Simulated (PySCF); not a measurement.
Start geometry of `N[SiH2][SiH](F)F` from a GFN2-xTB structure with every atom displaced at random (by about 0.01 Å) (Å):
```
atom  x, y, z in Å
N1     1.6568   -0.7459    0.0187
Si2    0.5975    0.6520    0.1008
Si3   -1.5450   -0.1736   -0.0334
F4    -2.3805    0.7774   -0.9767
F5    -2.3077    0.0258    1.3530
H6     1.5000   -1.4100   -0.7055
H7     2.6306   -0.6001    0.1857
H8     0.8607    1.6851   -0.9419
H9     0.9427    1.2838    1.4069
H10   -1.9046   -1.5153   -0.4287
```

Problem. What comes out of this run: PySCF, PBE0-D3(BJ)/def2-SVP geometry optimisation, gas phase?

Solution. 
```
atom  x, y, z in Å
N1     1.4983   -0.9936    0.1600
Si2    0.7215    0.5437   -0.0470
Si3   -1.5854    0.1411   -0.0336
F4    -2.3727    1.4662   -0.5388
F5    -2.0841   -0.1343    1.4841
H6     1.3381   -1.7342   -0.5141
H7     2.4555   -1.0229    0.4944
H8     1.0614    1.3152   -1.2914
H9     1.0745    1.4004    1.1238
H10   -2.0571   -1.0029   -0.8637
```

The energy falls by 26.0 kJ/mol over 17 energy and gradient evaluations, the largest force component goes from 0.0282 to 2.9e-04 Eh/bohr, and the atoms move by 0.375 Å rms after alignment. The bond that changes most is Si3–H10 (fluorine-bound silicon to Si–H hydrogen), which lengthens by 0.046 Å. Bonds longer at the end by more than 0.005 Å: 7 of 9; shorter: 1. Among the angles that change most is Si2–Si3–H10, from 125.5° to 116.1°. Among the dihedrals that turn most is H9–Si2–Si3–F5, from -2° to -41°. Rotational constants go from 5438, 1671, 1518 to 5074, 1718, 1440 MHz. The orientation of the end geometry is arbitrary; only internal coordinates are fixed.

The run used 103 basis functions and 106 SCF cycles in all. Hardware: an Intel Xeon Platinum 8375C at 2.90 GHz with one thread, on a shared host. Cost: 55 s of wall time, 0.43 GiB resident at most.

No frequency check. One conformer, not necessarily the lowest.
